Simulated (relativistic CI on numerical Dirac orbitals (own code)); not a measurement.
**Electric-dipole transitions in Ba¹⁵⁺**

These numbers are calculated, not measured: Dirac-Coulomb-Breit CI, KLI orbitals optimised for each configuration, a model potential for QED, unscaled Slater integrals (own radial code, finite nucleus).

Configuration list (outside the closed core [Ar] 3d10): 4s²4p⁶4d⁵, 4s²4p⁵4d⁶, 4s²4p⁶4d⁴4f, 4s4p⁶4d⁶, 4s²4p⁶4d⁴5s, 4s²4p⁵4d⁵4f, 4s²4p⁶4d⁴5p, 4s4p⁶4d⁵4f, 4s²4p⁶4d³4f5s, 4s²4p⁶4d⁴5d, 4s²4p⁶4d³5s5p, 4s²4p⁵4d⁵5s, 4s²4p⁶4d⁴5f, 4s²4p⁶4d⁴6s, 4s²4p⁶4d⁴6p, 4s²4p⁶4d⁴5g, 4s²4p⁶4d⁴6f, 4s²4p⁶4d⁴7p, 4p⁶4d⁶5p, 4p⁶4d⁷, 4p⁵4d⁸, 4p⁵4d⁷4f, 4s²4p⁶4d³5s², 4s²4p⁶4d²4f5s², 4s²4p⁵4d³4f5s², 4s²4p⁶4d²5s²5p. Double excitations out of closed p, d and f shells are left out; levels of such configurations are missing from the list, as are those of other unlisted configurations, and high levels can miss mixing partners. These lack a partner that the ground configuration has and come out too high: 4s²4p⁵4d⁵5s.

| λ vac (Å) | Lower | Upper | A (s⁻¹) | gf | Branching (%) |
| --- | --- | --- | --- | --- | --- |
| 100.82 | 4s²4p⁶4d⁵ ⁶S5/2 [1] | 4s²4p⁶4d⁴4f ⁴F°7/2 [324] | 3.66e+09 | 4.46e-02 | 26.2 |
| 101.90 | 4s²4p⁶4d⁵ ⁶S5/2 [1] | 4s²4p⁶4d⁴4f ²G°7/2 [300] | 2.28e+09 | 2.84e-02 | 28.5 |
| 102.16 | 4s²4p⁶4d⁵ ⁶S5/2 [1] | 4s²4p⁶4d⁴4f ⁴D°7/2 [296] | 4.05e+09 | 5.07e-02 | 41.8 |
| 102.75 | 4s²4p⁶4d⁵ ⁶S5/2 [1] | 4s²4p⁶4d⁴4f ⁴H°7/2 [282] | 5.28e+09 | 6.68e-02 | 42.2 |
| 103.94 | 4s²4p⁶4d⁵ ⁴G11/2 [4] | 4s²4p⁶4d⁴4f ²H°11/2 [369] | 4.35e+09 | 8.45e-02 | 33.8 |
| 104.71 | 4s²4p⁶4d⁵ ²I11/2 [11] | 4s²4p⁶4d⁴4f ²G°9/2 [397] | 7.14e+09 | 1.17e-01 | 58.7 |
| 104.86 | 4s²4p⁶4d⁵ ⁴G7/2 [3] | 4s²4p⁶4d⁴4f ²D°5/2 [350] | 7.42e+09 | 7.34e-02 | 27.4 |
| 106.92 | 4s²4p⁶4d⁵ ⁴G9/2 [5] | 4s²4p⁶4d⁴4f ⁴F°7/2 [324] | 4.40e+09 | 6.03e-02 | 31.5 |
| 108.51 | 4s²4p⁶4d⁵ ⁶S5/2 [1] | 4s²4p⁶4d⁴4f ⁶F°7/2 [170] | 3.08e+09 | 4.35e-02 | 46.8 |
| 109.79 | 4s²4p⁶4d⁵ ⁴G11/2 [4] | 4s²4p⁶4d⁴4f ²I°11/2 [261] | 1.84e+09 | 3.98e-02 | 35.0 |
| 111.79 | 4s²4p⁶4d⁵ ²H11/2 [25] | 4s²4p⁶4d⁴4f ²H°11/2 [369] | 4.68e+09 | 1.05e-01 | 36.4 |
| 111.98 | 4s²4p⁶4d⁵ ²I13/2 [13] | 4s²4p⁶4d⁴4f ⁴I°13/2 [291] | 3.82e+09 | 1.01e-01 | 73.2 |
| 121.31 | 4s²4p⁶4d⁵ ²I13/2 [13] | 4s²4p⁶4d⁴4f ⁴K°11/2 [147] | 5.29e+09 | 1.40e-01 | 72.2 |
| 122.17 | 4s²4p⁶4d⁵ ²I13/2 [13] | 4s²4p⁶4d⁴4f ²H°11/2 [137] | 7.11e+09 | 1.91e-01 | 83.9 |
| 123.01 | 4s²4p⁶4d⁵ ²I11/2 [11] | 4s²4p⁵4d⁶ ⁴F°9/2 [123] | 5.56e+09 | 1.26e-01 | 53.8 |
| 125.50 | 4s²4p⁶4d⁵ ²I11/2 [11] | 4s²4p⁵4d⁶ ²I°11/2 [107] | 9.35e+09 | 2.65e-01 | 78.0 |
| 125.55 | 4s²4p⁶4d⁵ ⁴G9/2 [5] | 4s²4p⁵4d⁶ ⁴G°7/2 [88] | 7.70e+09 | 1.46e-01 | 76.5 |
| 125.57 | 4s²4p⁶4d⁵ ⁴G9/2 [5] | 4s²4p⁵4d⁶ ²G°9/2 [87] | 2.73e+09 | 6.46e-02 | 43.2 |
| 125.80 | 4s²4p⁶4d⁵ ⁴G5/2 [2] | 4s²4p⁵4d⁶ ⁴P°3/2 [74] | 3.31e+09 | 3.14e-02 | 37.7 |
| 126.21 | 4s²4p⁶4d⁵ ⁴D5/2 [10] | 4s²4p⁵4d⁶ ⁴S°3/2 [100] | 6.16e+09 | 5.89e-02 | 49.7 |
| 126.38 | 4s²4p⁶4d⁵ ⁴G11/2 [4] | 4s²4p⁵4d⁶ ⁴G°9/2 [80] | 6.78e+09 | 1.62e-01 | 71.1 |
| 126.54 | 4s²4p⁶4d⁵ ⁴G11/2 [4] | 4s²4p⁵4d⁶ ⁴G°11/2 [79] | 7.87e+09 | 2.27e-01 | 92.2 |
| 126.64 | 4s²4p⁶4d⁵ ⁶S5/2 [1] | 4s²4p⁵4d⁶ ⁶F°7/2 [45] | 1.75e+09 | 3.36e-02 | 41.5 |
| 126.71 | 4s²4p⁶4d⁵ ⁴D7/2 [9] | 4s²4p⁵4d⁶ ⁴P°5/2 [92] | 4.04e+09 | 5.83e-02 | 41.2 |
| 127.51 | 4s²4p⁶4d⁵ ²I13/2 [13] | 4s²4p⁵4d⁶ ²I°13/2 [98] | 9.98e+09 | 3.40e-01 | 88.6 |
| 127.54 | 4s²4p⁶4d⁵ ²G9/2 [16] | 4s²4p⁵4d⁶ ²G°9/2 [104] | 3.16e+09 | 7.71e-02 | 53.7 |
| 127.64 | 4s²4p⁶4d⁵ ⁴G5/2 [2] | 4s²4p⁵4d⁶ ⁴F°5/2 [64] | 5.78e+09 | 8.47e-02 | 66.0 |
| 127.75 | 4s²4p⁶4d⁵ ⁴G11/2 [4] | 4s²4p⁵4d⁶ ⁴F°9/2 [73] | 2.94e+09 | 7.18e-02 | 38.5 |
| 127.88 | 4s²4p⁶4d⁵ ⁴D7/2 [9] | 4s²4p⁵4d⁶ ⁴F°5/2 [86] | 4.14e+09 | 6.10e-02 | 32.1 |
| 128.09 | 4s²4p⁶4d⁵ ⁴G7/2 [3] | 4s²4p⁵4d⁶ ⁴F°7/2 [67] | 2.62e+09 | 5.15e-02 | 26.7 |
| 128.14 | 4s²4p⁶4d⁵ ⁶S5/2 [1] | 4s²4p⁵4d⁶ ⁶P°5/2 [44] | 7.47e+09 | 1.10e-01 | 87.9 |
| 128.34 | 4s²4p⁶4d⁵ ⁶S5/2 [1] | 4s²4p⁵4d⁶ ⁶P°3/2 [42] | 1.20e+10 | 1.19e-01 | 98.5 |
| 129.04 | 4s²4p⁶4d⁵ ⁶S5/2 [1] | 4s²4p⁵4d⁶ ⁴P°5/2 [41] | 2.81e+09 | 4.21e-02 | 93.4 |
| 129.36 | 4s²4p⁶4d⁵ ⁴G5/2 [2] | 4s²4p⁵4d⁶ ⁴D°5/2 [56] | 4.26e+09 | 6.42e-02 | 61.4 |
| 129.38 | 4s²4p⁶4d⁵ ⁴G7/2 [3] | 4s²4p⁵4d⁶ ⁴G°7/2 [63] | 6.21e+09 | 1.25e-01 | 66.6 |
| 129.65 | 4s²4p⁶4d⁵ ⁶S5/2 [1] | 4s²4p⁵4d⁶ ⁶D°7/2 [40] | 3.87e+09 | 7.81e-02 | 88.9 |
| 130.50 | 4s²4p⁶4d⁵ ⁴G9/2 [5] | 4s²4p⁵4d⁶ ⁴G°9/2 [62] | 4.78e+09 | 1.22e-01 | 62.6 |
| 130.89 | 4s²4p⁶4d⁵ ⁴G11/2 [4] | 4s²4p⁵4d⁶ ⁴H°11/2 [58] | 1.68e+09 | 5.19e-02 | 28.0 |
| 130.98 | 4s²4p⁶4d⁵ ⁴D7/2 [9] | 4s²4p⁵4d⁶ ⁴F°7/2 [67] | 3.53e+09 | 7.26e-02 | 35.9 |
| 131.12 | 4s²4p⁶4d⁵ ⁴G5/2 [6] | 4s²4p⁵4d⁶ ⁴G°5/2 [59] | 5.67e+09 | 8.76e-02 | 62.3 |
| 131.32 | 4s²4p⁶4d⁵ ⁴G9/2 [5] | 4s²4p⁵4d⁶ ⁴H°11/2 [58] | 3.43e+09 | 1.06e-01 | 57.1 |
| 131.78 | 4s²4p⁶4d⁵ ⁴G5/2 [2] | 4s²4p⁵4d⁶ ⁶F°7/2 [51] | 2.51e+09 | 5.23e-02 | 57.3 |
| 131.93 | 4s²4p⁶4d⁵ ⁴G7/2 [3] | 4s²4p⁵4d⁶ ⁴H°9/2 [54] | 2.51e+09 | 6.54e-02 | 65.1 |
| 134.14 | 4s²4p⁶4d⁵ ²G9/2 [16] | 4s²4p⁵4d⁶ ²H°11/2 [69] | 2.64e+09 | 8.54e-02 | 54.6 |
| 134.51 | 4s²4p⁶4d⁵ ⁴G11/2 [4] | 4s²4p⁵4d⁶ ⁴H°13/2 [50] | 1.67e+09 | 6.34e-02 | 97.0 |

Terms are leading LS components. Brackets give the number of a level in order of energy, since labels repeat. The list gives strong lines, with weight on those to low levels, without lines whose two gauges differ by over a factor of 2.5, among the lowest 400 of 9629 levels, so that lines to higher ones, which can be the strongest, are missing. Levels whose partners in the same complex of configurations lie outside the list can be far off, and so can their lines. Rates are taken at the computed energies, electric ones in the length gauge.

At this charge energies of transitions that change n are usually good to better than 1 %, and those within a shell (Δn = 0) to a few per cent. Terms inside the open d or f shell come out 10 to 20 % too wide with unscaled integrals. Levels and lines within the n = 5 or 6 shells can be off by up to 10 % or somewhat more, and those that change n by about 2 %, since core polarisation is missing.

LS names give the leading component of a level, which can be under half, so a name can repeat, a term be missing and a line seem to break the LS rules.
